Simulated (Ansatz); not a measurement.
Consider the silylene formation by 1,1-elimination: `[SiH3][CH2][GaH2]` → `[CH3][GaH2]` + `[SiH2]`.

Computed with Ansatz on PBE0-D4/def2-TZVP structures; ΔE is electronic, products minus reactants. CBS: MP2 limit from def2 TZ/QZ plus the TZ coupled-cluster correction, frozen cores. This one scheme is used for every species. DFT in def2-TZVPP. B3LYP here is the variant with VWN-RPA as its local correlation; programs differ in this. HSE06 is defined as in plane-wave codes. For Ga outer-core shells are correlated without core-valence functions, which leaves a few kJ/mol of doubt a bond. Scalar relativity is left out up to krypton.

`[SiH3][CH2][GaH2]`:

```xyz
10

Si    1.131   -0.104   -0.885
C     0.259    0.057    0.758
Ga   -1.701    0.093    0.583
H     2.612   -0.132   -0.735
H     0.781    1.039   -1.774
H     0.715   -1.356   -1.575
H     0.598    0.981    1.235
H     0.552   -0.791    1.385
H    -2.511   -1.252    0.623
H    -2.438    1.466    0.386
```

`[CH3][GaH2]`:

Cartesian coordinates in Å:
```
C 0.881 -0.203 0.024
Ga -1.034 0.242 0.004
H 1.285 -0.074 -0.986
H 1.451 0.441 0.695
H 1.044 -1.247 0.301
H -2.080 -0.801 -0.541
H -1.547 1.643 0.503
```

`[SiH2]`:

Z-matrix (Å, degrees):
```
Si
H 1 1.525
H 1 1.525 2 91.2
```

```tsv
level	ΔE (kJ/mol)	difference from CCSD(T)/CBS
B3LYP-D4	238.9	-8.0
r2SCANh-D4	265.3	18.4
HSE06-D4	256.5	9.6
B2PLYP	238.5	-8.4
PBE	239.2	-7.7
revPBE	223.5	-23.4
PBE0	249.2	2.3
BHLYP	237.0	-9.9
LC-ωPBE	261.5	14.6
RPA@PBE/def2-TZVPP	222.3	-24.6
HF/def2-SVP	219.5	-27.4
CCSD/def2-SVP	224.7	-22.2
CCSD(T)/def2-SVP	228.7	-18.2
HF/def2-TZVPP	223.8	-23.1
HF/def2-QZVPP	224.5	-22.4
CCSD/CBS(def2)	241.9	-5.0
CCSD(T)/CBS	246.9	0
```

Largest T1 diagnostic among the species: 0.014.

In def2-TZVPP, CCSD(T) changes the Hartree–Fock value by +15.9 kJ/mol (the triples alone add +5.0 kJ/mol) and MP2 by +36.6 kJ/mol. From BLYP to BHLYP (50 % exact exchange), in def2-TZVPP and without D4, ΔE moves by +26.4 kJ/mol.
